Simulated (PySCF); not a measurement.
## `F[CH2][Ga@@H-]1[O]C=CC=[O+]1`, C4H6FGaO2

Cartesian coordinates in Å; atom numbers follow the order of the lines, from 1:
```xyz
14

F     1.2865    1.5827    0.0552
C     2.2975    0.6182   -0.1384
Ga    1.0805   -1.0267   -0.2162
O    -0.3710   -0.5221   -1.4131
C    -1.4552    0.0449   -1.0889
C    -1.9411    0.2197    0.1991
C    -1.2417   -0.2339    1.3085
O    -0.1261   -0.8319    1.3017
H     2.9746    0.7195    0.7146
H     2.8246    0.9158   -1.0494
H     1.3236   -2.5306   -0.4112
H    -2.0690    0.4135   -1.9224
H    -2.8880    0.7119    0.3407
H    -1.6957   -0.0816    2.2976
```

Method: quadratic response CAM-B3LYP/def2-SVPD first hyperpolarisability, Taylor convention, gas phase in PySCF. Geometry: GFN2-xTB.

The calculation is non-relativistic, which matters for the atoms heavier than Zn.

Problem. Give the tensor of the static β(0;0,0) in the axes of these coordinates.

Solution. In au, Taylor convention; rows are the first index (the induced dipole):
```
      xx      yy     zz     xy     xz     yz
x  +35.3    +7.1  -37.0  -10.3  -11.3   +8.7
y  -10.3  +171.2  +27.8   +7.1   +8.7  +12.4
z  -11.3   +12.4  +19.7   +8.7  -37.0  +27.8
```
Norm of βᵢ = ⅓ Σⱼ (βᵢⱼⱼ + βⱼᵢⱼ + βⱼⱼᵢ): 189.9 au, hyper-Rayleigh value 80.5 au.
